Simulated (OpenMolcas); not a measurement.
## RbCl: a line through the functionals

The species is RbCl (2 atoms), meant as a singlet with charge 0. SMILES: `[Cl][Rb]`. Geometry: relaxed at PBE0-D4/def2-TZVP.

The HOMO–LUMO gap y, in eV, basis def2-TZVPP with a core potential; a is the functional's share of exact exchange. Programs: OpenMolcas 26.06.

| functional | program | a | y (eV) |
| --- | --- | --- | --- |
| BLYP | OpenMolcas | 0 | 2.53 |
| r2SCAN | OpenMolcas | 0 | 3.64 |
| B3LYP | OpenMolcas | 0.2 | ? |
| PBE0 | OpenMolcas | 0.25 | 4.46 |
| BHLYP | OpenMolcas | 0.5 | 5.87 |

Problem. Fit y = c + s·a to the known rows and predict B3LYP.

Solution. 
1. Means of the 4 rows: a = 0.1875, y = 4.125.
2. Σ(Δa)² = 0.17188, Σ(Δa·Δy) = 0.95625, so the slope is 0.95625/0.17188 = 5.5635.
3. Intercept: 4.125 − (5.5635) × 0.1875 = 3.082. The largest residual of the fit is 0.56.
4. B3LYP: 3.082 + (5.5635) × 0.2 = 4.19 eV.

The run gave 3.95 eV, so the prediction is off by +0.24 eV, within the scatter of the fit. Exact exchange lowers occupied levels and raises empty ones. The rows mix families of semi-local functionals, which the line can't see.
